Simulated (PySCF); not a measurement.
SMILES Cl[SiH2]/C=C/[SiH2]F (C2H6ClFSi2) (PBE0/def2-SVP optimised geometry):

```
12

Si    -0.471    -0.692     0.000
F     -0.942    -1.437     1.369
C     -1.145    -1.613    -1.476
C     -1.990    -1.052    -2.361
Si    -2.661    -1.961    -3.848
Cl    -2.098    -0.969    -5.581
H      1.019    -0.692     0.000
H     -1.019     0.692     0.000
H     -0.825    -2.653    -1.638
H     -2.309    -0.010    -2.204
H     -4.151    -1.999    -3.827
H     -2.096    -3.339    -3.874
```

Method: PySCF with PBE0/def2-TZVP.

Problem. What are the frontier orbital energies and the dipole moment?

Solution. HOMO-2 -9.09 eV, HOMO-1 -8.72 eV, HOMO -8.57 eV, LUMO -1.76 eV, LUMO+1 0.42 eV; dipole moment 0.09 D.

On the same geometry PBE/def2-TZVP (PySCF 2.14.0) gives HOMO-2 -7.75 eV, HOMO-1 -7.53 eV, HOMO -7.27 eV, LUMO -2.70 eV, LUMO+1 -0.50 eV; dipole moment 0.08 D.

Meta-Löwdin charges at PBE0/def2-TZVP: Si1 0.94, F2 -0.51, C3 -0.34, C4 -0.32, Si5 0.68, Cl6 -0.30, H7 -0.11, H8 -0.11, H9 0.13, H10 0.13, H11 -0.09, H12 -0.09.
